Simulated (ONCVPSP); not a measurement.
N (Z = 7): excitation energies, all-electron against ONCV

ONCVPSP 4.0.1 input, shortened (lines: element, Z, core and valence counts, functional; n l f; lmax; l rc ep ncon nbas qcut; lloc lpopt rc5 dvloc0; l nproj debl; icmod fcfact rcfact), PBE, scalar-relativistic:

```
  N 7.00    1    2        4      upf
    1    0    2.00
    2    0    2.00
    2    1    2.75
    1
    0    1.15    0.00    4    7    4.60
    1    2.15    0.00    4    7    5.60
    0    5    1.15    0.00
    0    0    1.40
    1    2    1.40
    0    0.00    0.00
```

Energies are relative to the spin-unpolarised reference configuration 2s2 2p2.75; without spin polarisation the order of configurations can differ from experiment.

(1) Give the all-electron excitation energy and the error of the potential for: 2s2 2p3; 2s2 2p2; 2s2 2p1; 2s1 2p0.

Levels in the configuration 2s2 2p3:

| level | all-electron (eV) | pseudo (eV) |
| --- | --- | --- |
| 2s | -18.583 | -18.578 |
| 2p | -7.090 | -7.114 |

Results:

(1)

```
valence configuration  charge  ΔE all-electron (eV)  error AE − PS (meV)
              2s2 2p3       0                -2.149                 +3.6
              2s2 2p2      +1                11.442                  +70
              2s2 2p1      +2                40.295                 +688
              2s1 2p0      +4               165.196                +4218
```
